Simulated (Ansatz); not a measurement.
Caution, from a PySCF single point (B3LYP-D3(BJ)/def2-TZVPD) at this geometry: the highest occupied level lies above zero, so the state may not be bound. This triplet is an excited state, 1.06 eV above the relaxed singlet at the level frozen-core CCSD(T)/aug-cc-pVTZ // B3LYP-D3(BJ)/def2-TZVPD (Ansatz, a first-principles code).

Species: HBClS, SMILES `S[B-]Cl` (excited triplet; H–S–B–Cl torsion 89°) (charge -1, multiplicity 3).

Question: Give a relaxed geometry from B3LYP-D3(BJ)/def2-TZVPD (Ansatz).

Answer: Several could match; the one computed here: the end point of this relaxation, one of several conformers (outside a Z-matrix the atoms follow the SMILES, hydrogens last).
Z-matrix (Å, degrees):
```
B
S 1 1.8082
H 2 1.3898 1 106.54
Cl 1 1.8546 2 125.33 3 -88.73
```
